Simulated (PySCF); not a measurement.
## Working out the ionisation energy of Cr

Cr [Ar] 3d5 4s1 (7S) → Cr⁺ [Ar] 3d5 (6S). Computed with PySCF 2.14 in cc-pVDZ (6s5p3d1f, 43 functions), with no relativity, point nucleus. Frozen: [Ar]. Energies in hartree (1 hartree = 27.21139 eV):

```
             part    Cr (lower)   Cr⁺ (upper)
              UHF  -1043.355069  -1043.137836
MP2 opposite-spin      0.000000      0.000000
    MP2 same-spin     -0.080077     -0.064969
```

**Question.** What does Hartree-Fock give?

**Answer.** (-1043.137836) − (-1043.355069) = 0.217233 hartree = 5.911 eV.

**Question.** What do MP2 and SCS-MP2 (6/5 opposite-spin, 1/3 same-spin) give?

**Answer.** The opposite-spin parts differ by 0.000 eV and the same-spin parts by 0.411 eV. MP2: 5.911 + (0.000) + (0.411) = 6.322 eV. SCS-MP2: 5.911 + 1.2 × (0.000) + (0.411)/3 = 6.048 eV.

Measured between the centres of the two terms (NIST): 6.767 eV, so MP2 (valence) is off by -0.445 eV.

The calculation is non-relativistic.

A double-zeta basis recovers only part of the correlation energy.

What remains against the reference includes basis incompleteness, the frozen core and correlation beyond second order.
